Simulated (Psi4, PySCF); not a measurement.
Here is a job for PySCF.
```python
from pyscf import gto, scf, dft

mol = gto.Mole()
mol.atom = '''
    Co    0.000000    0.000000    0.000000
    Cl   -0.000000   -0.000000   -1.947004
    Cl    0.000000    0.000000    1.947004
'''
mol.basis = 'def2-svp'
mol.charge = 0
mol.spin = 3
mol.verbose = 4
mol.build()

mf = dft.UKS(mol)
mf.xc = 'camb3lyp'
mf.grids.atom_grid = (99, 590)
mf.grids.prune = None
mf.kernel()
```

Give the equivalent Psi4 input.

One answer among several that fit: 
```
memory 2 GB

molecule mol {
0 4
Co    0.000000    0.000000    0.000000
Cl   -0.000000   -0.000000   -1.947004
Cl    0.000000    0.000000    1.947004
}

set {
  basis def2-svp
  reference uks
  scf_type pk
  puream true
  d_convergence 1e-8
  dft_radial_points 99
  dft_spherical_points 590
}

energy('cam-b3lyp')
print_variables()
```

Both were run: PySCF gave -2302.880714 Eh and Psi4 -2302.880715 Eh, 0.001 mEh apart.
